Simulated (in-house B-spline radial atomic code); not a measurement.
The numbers below are computed, except where a source is named.
# Making a Troullier-Martins s channel for Tc, r_c = 3.2 bohr

Tc, [Kr] 4d5 5s2, non-relativistic PBE, spherical and spin-unpolarised, from a B-spline radial code for spherical atoms (atomic units). The all-electron 5s level is ε = -0.175989 hartree, its outermost node lies just inside 1.32 bohr and its outer maximum at 2.83 bohr.

Inside r_c the pseudo-orbital is u(r) = r^1 exp(p(r)), with p = c0 + c2 r² + c4 r⁴ + … + c12 r¹². The seven coefficients follow from p and its first four derivatives at r_c, from zero curvature of the screened potential at the origin, c4 = −c2²/(2l + 5), and from the norm inside r_c. At r_c the all-electron orbital has P = 0.588523, P' = -0.08852857, the screened potential V = -0.3263694, V' = 0.2204933, V'' = -0.2114749, and the norm inside is Q = 0.4911147.

Problem. What are p, p' and p'' at r_c?

Solution. p = ln(P/r_c^1) = ln(0.588523/3.2) = -1.69329. p' = P'/P − 1/r_c = -0.15042 − 0.31250 = -0.46292. The radial equation gives p'' = 2(V − ε) − 2(1) p'/r_c − p'² = -0.30076 − (-0.28933) − 0.21430 = -0.22573. Differentiating, p''' = 2V' + 2(1)p'/r_c² − 2(1)p''/r_c − 2p'p'' = 0.28266, and p'''' = 2V'' − 4(1)p'/r_c³ + 4(1)p''/r_c² − 2(1)p'''/r_c − 2p''² − 2p'p''' = -0.47149.

For a trial c2 the five matching conditions are linear in c0, c6, c8, c10 and c12, and c2 is varied until the norm inside r_c equals Q. The root nearest zero gives:

| n | c_n |
| --- | --- |
| 0 | -2.201015 |
| 2 | 0.2970805 |
| 4 | -0.01765136 |
| 6 | -0.005696092 |
| 8 | 0.0009320634 |
| 10 | -5.478163e-05 |
| 12 | 1.172978e-06 |

Problem. Check c4 and p(r_c), and find the screened pseudopotential at the origin.

Solution. −c2²/5 = -0.0176514, as listed. The terms c_n r_c^n are -2.20102, 3.04210, -1.85088, -6.11613, 10.24815, -6.16786, 1.35235, which sum to -1.69329. Inverting the radial equation, V_l(r) = ε + 1 p'/r + (p'' + p'²)/2, so V_l(0) = ε + (2l + 3) c2 = -0.175989 + 3 × (0.29708) = 0.7153 hartree, finite where the all-electron potential diverges.

Orbitals and screened potentials:

```csv
r (bohr),P,u,V all-electron,V pseudo
0.32,0.1748,0.03651,-49.38,0.7136
0.8,-0.2756,0.1062,-8.57,0.6538
1.28,-0.0283,0.2157,-2.998,0.3735
1.76,0.336,0.3742,-1.341,-0.1564
2.24,0.5389,0.5312,-0.7299,-0.5611
2.72,0.6047,0.6037,-0.4648,-0.5054
3.2,0.5885,0.5885,-0.3264,-0.3264
```

Logarithmic derivatives P'/P at R = 3.5 bohr, for energies E around ε:

```
E − ε (hartree)  all-electron     pseudo
           -0.5      0.799822   0.794576
          -0.25      0.422127   0.418883
           -0.1     0.0867832  0.0857455
              0     -0.234012  -0.234012
            0.1     -0.716989  -0.720652
           0.25      -2.38709   -2.49666
            0.5       6.73792    5.04041
```

Problem. With P(R) = 0.5551983 and a norm of 0.5896045 inside R, what slope in energy does norm conservation fix?

Solution. d(P'/P)/dE = −2 × (norm inside R)/P(R)² = -3.8256 per hartree·bohr at E = ε, for both atoms, since orbital and norm agree at R. Differences over ±0.1 hartree give -4.0189 (all-electron) and -4.0320 (pseudo), which also hold third-order terms. Half a hartree below ε the two curves differ by -0.0052.
